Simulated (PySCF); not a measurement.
**How methods differ on the ionisation energy of Ca¹⁸⁺**

Ca¹⁸⁺ 1s2 (1S) → Ca¹⁹⁺ 1s1 (2S), as a difference of total energies. Calculation: PySCF 2.14, in an uncontracted even-tempered set (17 s from 15 bohr⁻², ratio 2.2; 7 p from 23 bohr⁻², ratio 2.4; 4 d from 70 bohr⁻², ratio 2.4; 3 f from 100 bohr⁻², ratio 2.4; 3 g from 160 bohr⁻², ratio 2.4); the spin-free X2C one-electron Hamiltonian (Gaussian nucleus). Correlated levels: nothing frozen; virtual orbitals above 40 to 60 times the deepest correlated orbital energy dropped. The calculations carry no spin-orbit coupling.

| method | ionisation energy (eV) | difference from reference (eV) |
| --- | --- | --- |
| UHF | 5130.4 | +1.5 |
| MP2 (all electrons) | 5131.7 | +2.8 |
| SCS-MP2 (all electrons) | 5131.9 | +3.0 |
| CCSD (all electrons) | 5131.7 | +2.8 |

Reference: 5128.9 eV (theoretical estimate listed by NIST; NIST Atomic Spectra Database, ionization energies).

With two correlated electrons CCSD is exact in that space.
